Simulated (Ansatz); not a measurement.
Basis-set extrapolation for C2HF3O2, SMILES `O=COC(F)(F)F` (PBE0-D4/def2-TZVP geometry, frozen core, Ansatz 0.2.0). Multiplicity 1, RHF reference.

```tsv
	def2-TZVPP	def2-QZVPP
HF	-524.608420	-524.631137
MP2 correlation	-1.504928	-1.635108
CCSD(T) correlation	-1.563431	not run
```

Energies in hartree. Use E(X) = E(∞) + A·exp(−7.88·√X) for Hartree–Fock and E(X) = E(∞) + B·X^(−2.97) for correlation, with X = 3 and 4, and add CCSD(T) minus MP2 of the smaller set to the MP2 limit.

**Question.** What is the CCSD(T) energy at the basis-set limit?

**Answer.** HF limit: -524.631137 + (-0.022717) × 0.13774 = -524.63427. MP2 limit: -1.635108 + (-0.130180) × 0.74074 = -1.73154. Higher-order term: -1.563431 − (-1.504928) = -0.05850. Total: -526.42431 hartree, 662.8 kJ/mol below CCSD(T)/def2-TZVPP.
